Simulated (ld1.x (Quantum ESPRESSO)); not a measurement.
An odd input for ld1.x (Quantum ESPRESSO) 7.5 (neon)

Command:

```bash
ld1.x < Ne.in > Ne.out
```

Input:

```
&input
   title='Ne', zed=10., rel=1, dft='PZ', iswitch=3,
   config='[He] 2s2 2p5 3d-2',
   nld=3, rlderiv=1.35, eminld=-6.0, emaxld=5.0, deld=0.02
 /
 &inputp
   pseudotype=3, lpaw=.true., tm=.true., lloc=-2, rcloc=0.90,
   nlcc=.true., rcore=0.60,
   which_augfun='GAUSS', rmatch_augfun=7.00,
   file_pseudopw='Ne.UPF', file_wfcaegen='ae.wfc', file_wfcncgen='nc.wfc', file_beta='beta', file_chi='chi', file_wfcusgen='us.wfc'
 /
6
2S  1  0   2.00   0.00  0.50  0.60  0.0
2S  1  0   0.00  -3.70  0.50  0.60  0.0
2P  2  1   5.00   0.00  1.00  1.25  0.0
2P  2  1   0.00   0.50  1.00  1.25  0.0
3D  3  2  -2.00   0.45  1.00  1.15  0.0
3D  3  2  -2.00   2.40  1.00  1.15  0.0
 &test
   configts(1)='2s2 2p5'
 /
```

This is an input that runs to its end, with one change: augmentation radius set to 7.00 bohr.

Problem. How does the run end?

Solution. The program runs through. The occupied levels of the test differ from the all-electron ones by at most 0.00006 Ry (unchanged input: 0.00004 Ry). Messages: GAUSS augmentation functions are ususally harder than BESSEL; use BESSEL instead unless you have discontinuity in local potential.

```
     eps = 4.3E-16  iter =  6

     Etot =    -255.079321 Ry,    -127.539660 Ha,   -3470.530963 eV
     Etotps =   -79.112296 Ry,     -39.556148 Ha,   -1076.377628 eV

     Ekin =      71.126070 Ry,      35.563035 Ha,     967.719477 eV
     Encl =    -179.390883 Ry,     -89.695441 Ha,   -2440.737299 eV
     Ehrt =      51.451787 Ry,      25.725894 Ha,     700.037225 eV
     Ecxc =     -22.299270 Ry,     -11.149635 Ha,    -303.397031 eV
     (Ecc =      -0.015261 Ry,      -0.007631 Ha,      -0.207637 eV)

     ---------------------- End of pseudopotential test ----------------------
```
